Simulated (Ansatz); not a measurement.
Calculated with Ansatz (gas phase, PBE0-D4/def2-TZVP geometries, no zero-point term in ΔE). CBS: MP2 limit from def2 TZ/QZ plus the TZ coupled-cluster correction, frozen cores. One conformer a species, not always the lowest.

Consider the redistribution: `[CH3][Al]([CH3])[BH][SiH3]` + `C[SiH2]C#N` → `C[SiH2]B[SiH3]` + `[CH3][Al]([CH3])[C]#N`.

| species | HF/def2-TZVPP energy (Eh) |
| --- | --- |
| `[CH3][Al]([CH3])[BH][SiH3]` | -637.11110 |
| `C[SiH2]C#N` | -422.10560 |
| `C[SiH2]B[SiH3]` | -645.66498 |
| `[CH3][Al]([CH3])[C]#N` | -413.56823 |

Work out ΔE.

ΔE = (-645.66498) + (-413.56823) − (-637.11110) − (-422.10560) = -0.01651 Eh = -43.3 kJ/mol. CCSD(T)/CBS gives -43.0 kJ/mol.

Largest T1 diagnostic among the species: 0.013.
